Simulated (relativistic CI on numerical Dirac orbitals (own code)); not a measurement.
**Rh: calculation against measurement**

Calculated at this level of theory: Dirac-Coulomb-Breit CI, KLI orbitals optimised for each configuration, a model potential for QED, valence Slater integrals scaled by 0.85, P86 correlation energy added to each configuration (own radial code, finite nucleus).

CI space (outside the closed core [Kr]): 4d⁸5s, 4d⁹, 4d⁸5p, 4d⁷5s², 4d⁸5d, 4d⁸6s, 4d⁸7s, 4d⁸6p, 4d⁸4f, 4d⁸7p, 4d⁸6d, 4d⁷5s5p, 4d⁸5g, 4d⁸5f, 4d⁸7d, 4d⁸6g. Levels of other configurations are missing.

```
Configuration  Term (tabulated)    J  Measured (cm⁻¹)  Computed  Error  Purity (%)
        4d⁸5s              a 4F  9/2              0.0         0      0         100
        4d⁸5s              a 4F  7/2           1530.0      1514    -16          97
        4d⁸5s              a 4F  5/2           2598.0      2717    119          95
          4d⁹              a 2D  5/2           3309.9      5164   1854          70
        4d⁸5s              a 4F  3/2           3472.7      3442    -31          92
          4d⁹              a 2D  3/2           5658.0      7258   1600          63
        4d⁸5s              a 2F  7/2           5691.0      6870   1179          94
        4d⁸5s              a 2F  5/2           7791.2      9125   1334          87
        4d⁸5p             z 4D°  7/2          27075.3     23207  -3868          90
        4d⁸5p             z 4D°  5/2          28859.6     24818  -4041          85
        4d⁸5p             z 4D°  3/2          30397.3     26204  -4193          90
        4d⁸5p             z 4D°  1/2          31146.7     26929  -4218          91
        4d⁸5p             z 4F°  5/2          31474.5     27522  -3952          59
        4d⁸5p             z 4F°  3/2          32277.4     28334  -3943          79
        4d⁸5p             z 2G°  7/2          33043.9     29204  -3840          61
```

Measured levels from NIST Handbook of Basic Atomic Spectroscopic Data (Sansonetti and Martin, J. Phys. Chem. Ref. Data 34, 1559 (2005)); pairs were made by configuration, J and term (by order where the table uses no LS term), so strongly mixed levels may be paired wrongly.

Mean error by configuration (cm⁻¹): 4d⁸5s 517; 4d⁹ 1727; 4d⁸5p -4008. Over the excited levels the mean absolute error is 2442 cm⁻¹ (14 of the 21 excited levels that our extract of the source holds in range could be paired, and the others can miss by more), and the median relative error of those above 1,000 cm⁻¹ is 14 %. Some levels of the ground configuration have no partner.

Transition probabilities of persistent lines. The last column rescales the computed rate by the cube of measured over computed energy:

```
λ measured (Å)          Lower           Upper  A tabulated (s⁻¹)  A computed  A rescaled
   3657.99 air  4d⁸5s a 4F7/2  4d⁸5p z 4D°5/2           8.80e+07    7.85e+07    1.27e+08
   3692.36 air  4d⁸5s a 4F9/2  4d⁸5p z 4D°7/2           9.10e+07    8.03e+07    1.28e+08
```
